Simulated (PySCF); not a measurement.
Record of a relaxation.

Compound: CH5NSeSi2.
Bonds: N1–C2 (triple), C2–Si3, Si3–Se4, Se4–Si5. Hydrogens: H6, H7 on Si3; H8, H9, H10 on Si5.

Computed by this run: PBE0-D3(BJ)/def2-SVP geometry optimisation, gas phase (PySCF 2.14.0); density fitting, grid level 1; the optimiser is geomeTRIC in internal coordinates, started from a GFN2-xTB structure with every atom displaced at random (about 0.01 Å). The frame can shift and turn from step to step; on so coarse a grid that alone can change the energy by a few meV, and forces under 0.02 eV/Å are noise.

Step 0: E = -83681.6442 eV, largest atomic force 4.974 eV/Å
```
atom  x, y, z in Å  |  force x, y, z in eV/Å
N1     -1.635    2.173    0.838    0.018   4.706   1.054
C2     -1.641    1.076    0.585   -0.082  -4.859  -1.058
Si3    -1.554   -0.746    0.183    1.771   0.656   0.346
Se4     0.563   -1.491    0.807   -0.870  -0.271   0.191
Si5     1.939    0.107   -0.038   -0.536  -0.180   0.633
H6     -1.735   -0.849   -1.254   -0.287  -0.130  -0.629
H7     -2.492   -1.450    1.020   -0.654  -0.467   0.370
H8      1.464    1.416    0.410   -0.044   0.542   0.088
H9      3.227   -0.249    0.559    0.500  -0.062   0.082
H10     1.913   -0.008   -1.472    0.184   0.064  -1.075
```

Step 1: E = -83681.8653 eV, largest atomic force 0.521 eV/Å
```
atom  x, y, z in Å  |  force x, y, z in eV/Å
N1     -1.529    2.238    0.847   -0.062  -0.426  -0.118
C2     -1.547    1.105    0.580    0.100   0.495   0.128
Si3    -1.446   -0.702    0.168   -0.290  -0.190   0.102
Se4     0.486   -1.582    0.937    0.164   0.222  -0.110
Si5     1.835    0.045    0.004    0.131  -0.102   0.034
H6     -1.661   -0.820   -1.298    0.081   0.031  -0.039
H7     -2.522   -1.396    0.920   -0.092   0.014  -0.036
H8      1.399    1.406    0.422   -0.024  -0.028   0.025
H9      3.185   -0.271    0.544    0.051   0.011  -0.013
H10     1.848   -0.044   -1.487   -0.057  -0.027   0.027
```

Step 2: E = -83681.8843 eV, largest atomic force 0.125 eV/Å
```
atom  x, y, z in Å  |  force x, y, z in eV/Å
N1     -1.629    2.240    0.858   -0.033  -0.069  -0.033
C2     -1.611    1.110    0.595    0.087   0.074   0.051
Si3    -1.469   -0.697    0.183   -0.046  -0.076   0.028
Se4     0.495   -1.532    0.962   -0.029   0.105  -0.030
Si5     1.883    0.037    0.001   -0.008  -0.057  -0.011
H6     -1.628   -0.801   -1.293    0.044   0.012  -0.009
H7     -2.564   -1.411    0.891    0.015   0.002  -0.015
H8      1.480    1.409    0.415   -0.004   0.013   0.018
H9      3.240   -0.303    0.513   -0.013  -0.005  -0.004
H10     1.849   -0.074   -1.487   -0.014   0.001   0.005
```

Step 3: E = -83681.8879 eV, largest atomic force 0.063 eV/Å
```
atom  x, y, z in Å  |  force x, y, z in eV/Å
N1     -1.643    2.241    0.860   -0.021   0.045  -0.002
C2     -1.613    1.111    0.601    0.036  -0.049   0.017
Si3    -1.466   -0.697    0.187   -0.021  -0.001  -0.037
Se4     0.491   -1.511    0.987    0.006  -0.012   0.051
Si5     1.880    0.035    0.001   -0.021  -0.002  -0.020
H6     -1.581   -0.792   -1.294    0.007   0.010  -0.001
H7     -2.572   -1.418    0.868    0.011   0.002  -0.005
H8      1.494    1.412    0.416    0.012   0.003   0.004
H9      3.241   -0.317    0.495   -0.006  -0.005  -0.003
H10     1.818   -0.085   -1.485   -0.004   0.009  -0.004
```

Step 4: E = -83681.8907 eV, largest atomic force 0.097 eV/Å
```
atom  x, y, z in Å  |  force x, y, z in eV/Å
N1     -1.674    2.243    0.864   -0.009   0.073   0.010
C2     -1.621    1.114    0.607   -0.004  -0.081  -0.007
Si3    -1.457   -0.692    0.189    0.022   0.042  -0.053
Se4     0.488   -1.488    1.031    0.007  -0.061   0.075
Si5     1.875    0.029    0.003   -0.016   0.020  -0.018
H6     -1.521   -0.777   -1.296   -0.013   0.005   0.002
H7     -2.576   -1.423    0.835   -0.003  -0.004   0.003
H8      1.522    1.415    0.419    0.014  -0.002  -0.004
H9      3.241   -0.342    0.465    0.005  -0.002  -0.003
H10     1.772   -0.100   -1.480   -0.003   0.009  -0.006
```

Step 5: E = -83681.8933 eV, largest atomic force 0.083 eV/Å
```
atom  x, y, z in Å  |  force x, y, z in eV/Å
N1     -1.739    2.249    0.866    0.008   0.052   0.015
C2     -1.642    1.121    0.615   -0.044  -0.060  -0.028
Si3    -1.437   -0.679    0.190    0.054   0.057  -0.028
Se4     0.483   -1.449    1.112    0.002  -0.060   0.051
Si5     1.868    0.015    0.007    0.005   0.022  -0.003
H6     -1.421   -0.749   -1.297   -0.022  -0.005   0.003
H7     -2.575   -1.430    0.777   -0.016  -0.006   0.007
H8      1.580    1.416    0.425    0.008  -0.006  -0.007
H9      3.242   -0.392    0.409    0.011   0.005  -0.006
H10     1.687   -0.122   -1.467   -0.005   0.002  -0.003
```

Step 6: E = -83681.8938 eV, largest atomic force 0.048 eV/Å
```
atom  x, y, z in Å  |  force x, y, z in eV/Å
N1     -1.774    2.252    0.860    0.013   0.014   0.008
C2     -1.657    1.125    0.613   -0.038  -0.017  -0.024
Si3    -1.426   -0.672    0.191    0.038   0.027   0.000
Se4     0.483   -1.433    1.148   -0.006  -0.023   0.012
Si5     1.868    0.007    0.011    0.009   0.010   0.004
H6     -1.383   -0.739   -1.295   -0.012  -0.007   0.002
H7     -2.570   -1.431    0.756   -0.010  -0.003   0.005
H8      1.614    1.414    0.431    0.003  -0.003  -0.003
H9      3.246   -0.418    0.380    0.006   0.004  -0.004
H10     1.648   -0.128   -1.458   -0.004  -0.002   0.000
```

Step 7: E = -83681.8941 eV, largest atomic force 0.023 eV/Å
```
atom  x, y, z in Å  |  force x, y, z in eV/Å
N1     -1.785    2.255    0.850    0.010  -0.010   0.001
C2     -1.665    1.127    0.606   -0.016   0.012  -0.012
Si3    -1.423   -0.670    0.192    0.010  -0.004   0.011
Se4     0.483   -1.431    1.156   -0.007   0.006  -0.006
Si5     1.871    0.006    0.015    0.004   0.000   0.003
H6     -1.383   -0.745   -1.294    0.000  -0.005   0.001
H7     -2.568   -1.429    0.758    0.001   0.001   0.003
H8      1.629    1.413    0.440    0.001   0.001   0.001
H9      3.251   -0.426    0.369    0.000   0.001  -0.002
H10     1.638   -0.123   -1.454   -0.003  -0.003   0.001
```

Question: Summarise the path.

Answer: The energy falls by 24.11 kJ/mol from step 0 to step 7; nine tenths of that is first reached at step 2. It falls at every step. The largest force goes from 4.974 to 0.023 eV/Å. Among the bonds Si3–Se4 changes most, from 2.329 to 2.268 Å; the atoms move by 0.237 Å rms after alignment.

What follows is the cost of the whole optimisation. Hardware: one thread of an Arm Neoverse V2, shared host. Cost: 42 s, 0.50 GiB resident at most.
